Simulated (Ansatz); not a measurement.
Mulliken charges of `[OH][In-]([OH])([OH])[OH2+]` from PBE/def2-TZVPP in Ansatz (PBE0-D4/def2-TZVP geometry).

```
atom   x (Å)   y (Å)   z (Å)  charge (e)
  O1  -1.784   0.530   1.507      -0.466
 In2  -0.279  -0.206   0.454       0.834
  O3   1.598  -0.034   1.146      -0.541
  O4  -0.489  -1.502  -1.054      -0.506
  O5   0.683   1.366  -0.948      -0.310
  H6  -2.628   0.409   1.067       0.170
  H7   2.059  -0.866   1.266       0.187
  H8  -1.357  -1.907  -1.111       0.177
  H9   1.536   1.200  -0.504       0.222
 H10   0.744   0.961  -1.821       0.233
```

By hand: the dipole of these point charges (1 e Å = 4.8032 D).

Σ q r = (-0.018, -0.003, -0.431) e Å, of length 0.431 e Å = 2.07 D.

How does the dipole of the full density compare? (Estimate.)

Computed: (-0.008, -0.185, -0.480) e Å, 2.47 D; the point charges give 0.84 times that, at 21° from its direction.

Point charges leave out the atoms' own dipoles, such as those of lone pairs, and Mulliken's split depends on the basis, so the two needn't agree.
